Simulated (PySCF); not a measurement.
## Computed spin Hamiltonian

C6H8FO (doublet state).
SMILES with atom numbers: `[CH3:1][C@@H:2]([F:3])/[CH:4]=[CH:5]/[CH:6]=[C:7]\[OH:8]` (hydrogens: H9, H10, H11 on C1; H12 on C2; H13 on C4; H14 on C5; H15 on C6; H16 on O8)

Cartesian coordinates in Å at the GFN2-xTB level; atoms count from 1:
```
atom  x, y, z in Å
C1    -2.5118   -0.2550    0.7258
C2    -1.5952    0.3088   -0.3569
F3    -1.3478    1.6419   -0.0740
C4    -0.3099   -0.4547   -0.4547
C5     0.8897    0.0523   -0.1734
C6     2.1291   -0.6939   -0.2908
C7     3.3015   -0.2339    0.1181
O8     3.8028    0.9330    0.4282
H9    -3.4190    0.3412    0.7889
H10   -2.0043   -0.2294    1.6873
H11   -2.7749   -1.2815    0.4888
H12   -2.1108    0.3083   -1.3297
H13   -0.4224   -1.4787   -0.7797
H14    0.9689    1.0765    0.1672
H15    2.0470   -1.7196   -0.6171
H16    3.3495    1.6936    0.0197
```

The hyperfine couplings belong to this conformer and change with its torsions.

Method used: UKS B3LYP, pcH-1 on C F H O, non-relativistic, mean-field spin-orbit, GIAO in PySCF. One conformer (not necessarily the lowest) at the GFN2-xTB geometry, without solvent, vibrations or thermal averaging. A GFN2-xTB geometry isn't a minimum of the functional, and hyperfine couplings can be far from their values at a DFT geometry. The frame is twisted about the C6–C7 bond at this geometry (dihedral C5–C6–C7–O8 = -17°); couplings at other torsion angles weren't computed. The SCF solution wasn't tested for stability.

| Item | Value |
| --- | --- |
| g1, g2, g3 | 2.00165, 2.00209, 2.00334 |
| g_iso | 2.00236 |
| Form of g | rhombic: the two nearest values differ by 26 % of g3 − g1 |
| ⟨S²⟩ | 0.7569 (exact 0.7500) |
| α and β electrons | 31, 30 |
| HOMO–LUMO gap, α and β orbitals | 5.11, 3.66 eV |

Hyperfine couplings atom by atom, in MHz; T1 to T3 are the principal values of the dipolar part:

```json
{"atom": "C1", "isotope": "13C", "a_iso": "0.0", "T1": "-0.2", "T2": "-0.1", "T3": "0.3", "Mulliken spin population": "0.00"}
{"atom": "C2", "isotope": "13C", "a_iso": "2.9", "T1": "-0.6", "T2": "-0.4", "T3": "1.0", "Mulliken spin population": "0.00"}
{"atom": "F3", "isotope": "19F", "a_iso": "1.2", "T1": "-0.7", "T2": "-0.3", "T3": "1.0", "Mulliken spin population": "0.00"}
{"atom": "C4", "isotope": "13C", "a_iso": "1.4", "T1": "-4.1", "T2": "0.1", "T3": "4.0", "Mulliken spin population": "-0.01"}
{"atom": "C5", "isotope": "13C", "a_iso": "47.2", "T1": "-5.8", "T2": "-3.8", "T3": "9.6", "Mulliken spin population": "0.06"}
{"atom": "C6", "isotope": "13C", "a_iso": "54.6", "T1": "-17.1", "T2": "-4.6", "T3": "21.7", "Mulliken spin population": "-0.07"}
{"atom": "C7", "isotope": "13C", "a_iso": "461.5", "T1": "-75.1", "T2": "-56.0", "T3": "131.1", "Mulliken spin population": "0.90"}
{"atom": "O8", "isotope": "17O", "a_iso": "-153.0", "T1": "-28.5", "T2": "14.0", "T3": "14.5", "Mulliken spin population": "0.05"}
{"atom": "H9", "isotope": "1H", "a_iso": "1.2", "T1": "-0.3", "T2": "-0.2", "T3": "0.5", "Mulliken spin population": "0.00"}
{"atom": "H10", "isotope": "1H", "a_iso": "0.1", "T1": "-0.5", "T2": "-0.3", "T3": "0.8", "Mulliken spin population": "0.00"}
{"atom": "H11", "isotope": "1H", "a_iso": "0.0", "T1": "-0.3", "T2": "-0.3", "T3": "0.6", "Mulliken spin population": "0.00"}
{"atom": "H12", "isotope": "1H", "a_iso": "-3.2", "T1": "-0.6", "T2": "-0.4", "T3": "1.0", "Mulliken spin population": "0.00"}
{"atom": "H13", "isotope": "1H", "a_iso": "2.3", "T1": "-1.6", "T2": "-1.0", "T3": "2.7", "Mulliken spin population": "0.00"}
{"atom": "H14", "isotope": "1H", "a_iso": "-4.1", "T1": "-4.5", "T2": "-0.7", "T3": "5.2", "Mulliken spin population": "0.00"}
{"atom": "H15", "isotope": "1H", "a_iso": "50.1", "T1": "-9.1", "T2": "-5.0", "T3": "14.1", "Mulliken spin population": "0.02"}
{"atom": "H16", "isotope": "1H", "a_iso": "108.8", "T1": "-9.0", "T2": "-5.3", "T3": "14.3", "Mulliken spin population": "0.06"}
```

The largest Mulliken spin populations are on C7 (+0.90) and C6 (-0.07). No atom but C7 exceeds +0.15. The positive populations add up to 1.08 and the negative ones to -0.08, together 2S = 1.

Under fast tumbling the dipolar parts average out, and these isotropic splittings remain: 1 × 1H (H16, I = 1/2, 2 lines) with 3.88 mT, 1 × 1H (H15, I = 1/2, 2 lines) with 1.79 mT, 1 × 1H (H14, I = 1/2, 2 lines) with 0.15 mT, 1 × 1H (H12, I = 1/2, 2 lines) with 0.11 mT, 1 × 1H (H13, I = 1/2, 2 lines) with 0.08 mT and 1 × 19F (F3, I = 1/2, 2 lines) with 0.04 mT.

The 13C coupling of C7 (461.5 MHz) shows only in satellite lines or after enrichment, since that isotope makes up about 1.07 % of natural carbon.

The 17O coupling of O8 (-153.0 MHz) shows only in satellite lines or after enrichment, since that isotope makes up about 0.038 % of natural oxygen.
